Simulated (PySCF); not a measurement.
C3H3, doublet, at a GFN2-xTB geometry. Base run: B3LYP/pcseg-1 in PySCF.

Here is a job for PySCF.
```python
from pyscf import gto, scf, dft

mol = gto.M(
    atom='''
C     0.001404   -0.018997    0.109188
C     0.016848   -0.227990    1.310390
C    -0.015720    0.212717   -1.222609
H     0.030126   -0.407665    2.343087
H     0.899848    0.246266   -1.784816
H    -0.945169    0.367019   -1.740084
''',
    basis='pcseg-1',
    charge=0,
    spin=1,
    verbose=4,
)

mf = dft.UKS(mol)
mf.xc = 'b3lyp'
mf.kernel()
```

Variants of this job, named by their change:

```csv
change,ΔE vs base (µEh),grid points,electrons on the grid
base,0.0,71784,21.00001
"grids.atom_grid = (75, 302)",0.0,86872,21.00001
small_rho_cutoff = 0,0.0,71784,21.00001
grids.level = 5,0.9,199560,21.00000
grids.prune = off,0.0,113256,21.00001
grids.level = 2,-0.1,49744,21.00001
grids.prune = dft.gen_grid.sg1_prune,7.8,31896,20.99991
grids.radi_method = mura_knowles,0.0,67896,21.00001
grids.becke_scheme = stratmann,0.7,71784,21.00000
grids.level = 4,0.9,132952,21.00000
"grids.atom_grid = (150, 974)",0.9,483840,21.00000
```

Open shells are given as the SCF converged; they aren't shown to be the lowest states, and a large step between rows can be another state.
